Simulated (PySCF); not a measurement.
MnF₂, SMILES [F][Mn][F] (connectivity only; charge and spin as stated), neutral, multiplicity 6. Atoms are numbered in the order given.

```xyz
3

Mn     0.0000     0.0000     0.0000
F      0.0000     0.0000    -1.7976
F      0.0000     0.0000     1.7976
```
Charge 0, spin multiplicity 6.

Geometry optimised at B3LYP-D3(BJ)/def2-TZVP. The spin state was assumed, not searched. The isomer is the one that the SMILES or the coordinates give; other isomers of the formula were not compared.

These are PBE/def2-TZVPD (PySCF) values and carry that method's errors.

Mulliken values depend strongly on the basis, most of all with diffuse functions as here. Atomic charges (e):

```json
[
 {"atom": "Mn1", "meta-Löwdin": "___", "Mulliken": "1.16", "Mulliken spin": "4.85"},
 {"atom": "F2", "meta-Löwdin": "___", "Mulliken": "-0.58", "Mulliken spin": "0.07"},
 {"atom": "F3", "meta-Löwdin": "___", "Mulliken": "-0.58", "Mulliken spin": "0.07"}
]
```

What belongs in the gaps? (Estimate from the structure and the level; the computed values follow.)


- Mn1, meta-Löwdin: 1.29
- F2, meta-Löwdin: -0.65
- F3, meta-Löwdin: -0.65
